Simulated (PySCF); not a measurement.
**C₆ coefficients of unlike pairs at r2SCANh**

Calculated with PySCF 2.14 from the dipole response of each species, C₆(A,B) = (3/π) ∫ α_A(iu) α_B(iu) du, in atomic units, from isotropic polarisabilities. For ions this is the dispersion term alone; charge-induced terms of lower order in 1/R come first.

```
species           configuration                                                                                              basis      relativity  α (bohr³)  C₆ (like pair)
   Co³⁺           [Ar] 3d6 (5D)                     x2c-TZVPPall with one added diffuse shell each of s, p, d, f type (7s6p5d3f1g)   spin-free X2C      1.776           4.256
     W⁺  [Xe] 4f14 5d4 6s1 (6D)  aug-cc-pVTZ-PP with one added diffuse shell each of s, p, d, f, g type with ECP60MDF (7s7p6d4f3g)  core potential      36.37           319.9
   Zr³⁺           [Kr] 4d1 (2D)                                                          aug-cc-pVTZ-PP with ECP28MDF (6s6p5d3f2g)  core potential      5.688           23.59
   Cu³⁺           [Ar] 3d8 (3F)                                                          aug-cc-pVTZ-PP with ECP10MDF (6s6p5d3f2g)  core potential      1.550           3.566
```

(1) Estimate C₆ for Cu³⁺ with Co³⁺.

No spin-orbit coupling is included.

The other pairs:

| pair | C₆ |
| --- | --- |
| Zr³⁺, Co³⁺ | 9.617 |
| Zr³⁺, W⁺ | 78.59 |
| Cu³⁺, Zr³⁺ | 8.695 |
| Cu³⁺, W⁺ | 26.01 |
| W⁺, Co³⁺ | 29.13 |

Answers

(1) The integral gives 3.892. The combination rule 2 C_A C_B / (C_A α_B/α_A + C_B α_A/α_B) gives 3.891 and the geometric mean 3.896.
